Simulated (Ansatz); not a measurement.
```xyz
23

C     1.236    2.635    0.309
C     0.767    1.322   -0.299
C    -0.314    1.530   -1.352
Ge    0.154    0.086    1.094
Cl   -1.435    1.068    2.193
Cl    1.794   -0.174    2.488
C    -0.449   -1.718    0.612
C    -1.828   -1.723   -0.030
C     0.604   -2.392   -0.258
H     2.026    2.485    1.047
H     0.410    3.157    0.799
H     1.626    3.293   -0.475
H     1.624    0.809   -0.752
H    -0.593    0.601   -1.854
H     0.040    2.225   -2.120
H    -1.217    1.961   -0.912
H    -0.501   -2.234    1.577
H    -2.573   -1.229    0.597
H    -2.159   -2.753   -0.197
H    -1.824   -1.224   -1.002
H     0.703   -1.893   -1.227
H     1.587   -2.402    0.219
H     0.322   -3.431   -0.458
```

Total charge 0; spin multiplicity 1.

Question: List the PBE/def2-TZVPP orbital energies in eV (Ansatz). (An estimate is asked.)

Answer: The calculation gave: Occupied: -10805.36, -2738.60, -2738.56, -1338.63, -1192.08, -1192.06, -1192.01, -269.60, -269.60, -269.09, -269.07, -269.00, -268.85, -249.16, -249.12, -189.86, -189.82, -189.69, -189.68, -189.65, -189.64, -163.26, -114.79, -114.73, -114.58, -30.62, -30.58, -30.45, -30.45, -30.43, -20.56, -19.77, -19.70, -19.69, -17.26, -17.17, -15.05, -14.52, -12.74, -11.57, -11.37, -11.00, -10.59, -10.39, -10.14, -9.71, -9.54, -9.18, -8.82, -8.66, -8.55, -8.52, -8.15, -7.91, -7.47, -7.39, -7.28, -6.54. Lowest empty: -0.88, -0.29, -0.04, 0.65, 0.93, 1.11, 1.32, 1.52.
